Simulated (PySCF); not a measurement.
Computed shifts of a molecule C3H7FOSi, PBE/pcSseg-1 (PySCF), GIAO, gas phase, equivalent atoms averaged, in ppm (number of nuclei): ¹³C: 146.1 (1), 133.7 (1), -1.5 (1). ²⁹Si: -3.1 (1). ¹⁹F: -176.0 (1). ¹H: 6.48 (1), 5.91 (1), 5.45 (2), 0.78 (3). References: ¹³C against TMS (σ = 182.0 ppm); ²⁹Si against TMS (σ = 335.4 ppm); ¹⁷O against H2O (σ = 334.3 ppm); ¹⁹F against CFCl3 (σ = 133.6 ppm); ¹H against TMS (σ = 31.49 ppm), references at their B3LYP-D3(BJ)/def2-TZVP geometries, non-relativistic. Coordinates come from a B3LYP-D3(BJ)/def2-SVP optimisation. The values are those of a single conformer.

Problem. Identify the compound among the candidates.
A. O[C@@H]1[C@@H](F)[C@@H]1[SiH3]
B. C/C=C/[Si@@H](O)F
C. F[C@@H]1C[C@H]1O[SiH3]
D. C[SiH2]O/C=C\F

Solution. D, C[SiH2]O/C=C\F
